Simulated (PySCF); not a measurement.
## A computed series [M(NH3)2]3+

Computed with PySCF 2.14.0, PBE, def2-SVP on the ligands, density fitting, scalar-relativistic core potentials, no spin-orbit coupling, vacuum. Each member is relaxed from one template within its symmetry. Distances are means of the shortest metal–ligand contacts, charges and spins Mulliken's; removal energies are rigid, with the ligand's formal charge and no counterpoise, so too large; for an anion taken off a cation in vacuum most of it is the attraction of opposite charges, and multiply charged cations can part far more cheaply with an electron moved from ligand to metal. lcecp potentials hold a fixed number of 4f electrons in the core, out of states, spins and gaps.

```tsv
metal	basis on the metal	point group	M–NH3 (Å)	charge on M (e)	removal of one NH3 (eV)	unstable modes (below −25 cm⁻¹)
La	def2-SVP with ECP46	C1	2.529	2.07	4.27	1 (soft)
Pr	lcecp-1-SVP with ECP48	C1, nearly C2	2.481	2.07	4.45	2
Dy	lcecp-1-SVP with ECP55	C1	2.363	2.00	4.93	1 (soft)
```

Task: A further member has point group C1, nearly C2, M–NH3 (Å) 2.408, charge on M (e) 2.03, removal of one NH3 (eV) 4.73. Which metal is it?

Result: Eu, lcecp-1-SVP with ECP52. This is one of several that fit.

Members with unstable modes aren't minima as they stand: saddle points kept by symmetry or, where the modes are soft, flat surfaces and noise. Moved off a saddle point of the template and relaxed again: La, Pr, Eu, Dy. One start shape was tried for each, so a minimum needn't be the lowest isomer.
